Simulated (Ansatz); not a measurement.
Mulliken charges of Cl$_{2}$F$_{2}$H$_{2}$Si$_{2}$ (`F[SiH2][Si](F)(Cl)Cl`) from B3LYP/def2-TZVPP in Ansatz (PBE0-D4/def2-TZVP geometry).

| atom | x (Å) | y (Å) | z (Å) | charge (e) |
| --- | --- | --- | --- | --- |
| F1 | -2.041 | -0.761 | -0.583 | -0.315 |
| Si2 | -0.786 | -0.858 | 0.403 | 0.462 |
| Si3 | 0.800 | 0.724 | -0.287 | 0.658 |
| F4 | 2.063 | 0.651 | 0.676 | -0.287 |
| Cl5 | 1.450 | 0.355 | -2.179 | -0.198 |
| Cl6 | 0.061 | 2.616 | -0.189 | -0.198 |
| H7 | -1.238 | -0.561 | 1.784 | -0.061 |
| H8 | -0.216 | -2.225 | 0.319 | -0.061 |

**Question.** By hand: the dipole of these point charges (1 e Å = 4.8032 D).

**Answer.** Σ q r = (0.004, -0.285, 0.328) e Å, of length 0.435 e Å = 2.09 D.

**Question.** How does the dipole of the full density compare? (An estimate is asked.)

**Answer.** The calculation gave: (-0.045, -0.185, 0.179) e Å, 1.26 D; the point charges give 1.66 times that, at 12° from its direction.

Point charges leave out the atoms' own dipoles, such as those of lone pairs, and Mulliken's split depends on the basis, so the two needn't agree.

B3LYP here is the variant with VWN-RPA as its local correlation; programs differ in this.
